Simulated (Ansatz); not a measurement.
Breaking the Ge1–F2 bond in FGeI (SMILES [F][Ge][I]) (multiplicity 1 held, fragments rigid). Energies count from the point at 1.764 Å.
Geometry at that point (charge 0, multiplicity 1):
| atom | x (Å) | y (Å) | z (Å) |
|---|---|---|---|
| Ge | 0.5888 | 0.8265 | 1.0210 |
| F | 1.0641 | 2.0690 | -0.1367 |
| I | -0.5362 | -0.8503 | -0.5932 |

R- and RO- levels are restricted; in cc, def2 and unpolarised 6-31G sets they are followed outwards from rest. Unrestricted levels (U-) break spin symmetry where that is lower. Levels need not reach the same state.

Frozen-core correlation. Filled d and f shells under p-block atoms count as core.

The values were computed with Ansatz (a quantum-chemistry and plane-wave program).  In def2 rows elements past Kr take small-core potentials, without spin–orbit coupling.

Energies in kcal/mol.

```tsv
R (Å)	U-HF/def2-TZVPP	R-wB97X-V/def2-TZVPP	U-wB97X-V/def2-TZVPP	R-SCS-MP2/def2-TZVPP
1.411	59.7	66.5	66.5	68.6
1.587	6.8	10.1	10.1	10.7
1.764	0.0	0.0	0.0	0.0
1.940	10.7	8.0	8.0	7.8
2.116	26.9	22.4	22.4	22.0
2.381	52.1	46.1	46.1	45.5
2.645	73.9	67.6	67.6	67.1
3.086	80.4	96.1	95.6	96.2
3.527	81.8	116.8	111.3	118.1
4.056	82.3	134.4	120.9	137.6
4.761	82.4	149.7	125.7	155.6
5.643	82.5	160.8	126.6	169.2
```

Doubts at one or more of the structures used: a spin-contaminated determinant (U-HF/def2-TZVPP, U-wB97X-V/def2-TZVPP); a restricted determinant that unrestricted orbitals would lower (R-wB97X-V/def2-TZVPP, R-SCS-MP2/def2-TZVPP).
